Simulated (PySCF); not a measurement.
Identify the unknown among the candidates.

All candidates are C6H7NS.

- Triplet: lowest triplet excitation (Tamm–Dancoff): 3.77 eV [TDA PBE0/def2-SVPD]
- Dipole: 1.29 D [PBE0/def2-SVPD]
- UV, strongest line: among the 8 lowest singlet transitions: S2 at 5.06 eV (245 nm, f = 0.277) [TDDFT PBE0/def2-SVPD]
- 13C NMR: chemical shifts (computed TMS as zero) by class: 169.3 (1 C), 155.3 (1 C), 141.1 (1 C), 125.9 (1 C), 122.1 (1 C), 19.7 (1 C) ppm [GIAO PBE0/pcSseg-1]
- Polarisability: 98.3 au [PBE0/def2-SVPD]
- Rotational structure: rotational constants A, B, C: 4.307, 1.261, 0.982 GHz [GFN2-xTB]

Gas-phase values; electronic properties from PySCF, density fitting. Levels stand in brackets. Isolated species at its GFN2-xTB geometry (one conformer only). Each NMR value is the plain mean over a class of atoms that symmetry, rotation or inversion makes alike.

Problem. Which candidate is it?
A. `C=Nc1cscc1C`
B. `c1csc(C2CC2)n1`
C. `C/N=C/c1cccs1`
D. `CSc1ccccn1`
E. `CSc1ccncc1`

Solution. D. It is `CSc1ccccn1`. Numbering: `[CH3:1][S:2][c:3]1[cH:4][cH:5][cH:6][cH:7][n:8]1`. Its formula, C6H7NS, gives 4 degrees of unsaturation: 1 ring and 3 π bonds in the structure found (Kekulé form). 6 carbons fall into 6 classes; from least to most shielded: substituted aromatic carbon [C3] (169.3 ppm), aromatic CH next to a ring nitrogen [C7] (155.3 ppm), aromatic CH carbon [C5] (141.1 ppm), aromatic CH carbon [C4] (125.9 ppm), aromatic CH carbon [C6] (122.1 ppm), S-methyl carbon [C1] (19.7 ppm). The optimised geometry has point group Cs and is an asymmetric top.

The others, at the same levels:
- `C/N=C/c1cccs1` fails: its computed 13C shifts are 157.3 (1 C), 155.1 (1 C), 138.6 (1 C), 134.6 (1 C), 130.9 (1 C), 51.3 (1 C) ppm, rotational constant A is 4.940 GHz (against 4.307 GHz) and smallest rotational constant is 0.879 GHz (against 0.982 GHz).
- `C=Nc1cscc1C` fails: its computed 13C shifts are 155.9 (1 C), 152.3 (1 C), 141.9 (1 C), 128.7 (1 C), 115.3 (1 C), 16.9 (1 C) ppm and rotational constant A is 2.731 GHz (against 4.307 GHz).
- `c1csc(C2CC2)n1` fails: its computed strongest line among the 8 lowest singlet transitions is S1 at 5.33 eV (232 nm, f = 0.223) (against S2 at 5.06 eV), static isotropic polarisability is 91.9 au (against 98.3 au) and smallest rotational constant is 1.062 GHz (against 0.982 GHz).
- `CSc1ccncc1` fails: it has 4 carbon classes against 6; its computed 13C shifts are 158.6 (1 C), 155.0 (2 C), 122.6 (2 C), 17.8 (1 C) ppm and smallest rotational constant is 0.933 GHz (against 0.982 GHz).

Each candidate is one conformer, not necessarily the lowest. The conformers computed, where there is a choice (atom-mapped SMILES and torsion angles):
- `[CH3:1][S:2][c:3]1[cH:4][cH:5][cH:6][cH:7][n:8]1`: C1–S2–C3–C4 180°
- `[CH3:1]/[N:2]=[CH:3]/[c:4]1[cH:5][cH:6][cH:7][s:8]1`: N2–C3–C4–C5 179°
- `[CH2:1]=[N:2][c:3]1[cH:4][s:5][cH:6][c:7]1[CH3:8]`: C1–N2–C3–C4 36°
- `[cH:1]1[cH:2][s:3][c:4]([CH:5]2[CH2:6][CH2:7]2)[n:8]1`: S3–C4–C5–C6 145°
- `[CH3:1][S:2][c:3]1[cH:4][cH:5][n:6][cH:7][cH:8]1`: C1–S2–C3–C4 179°
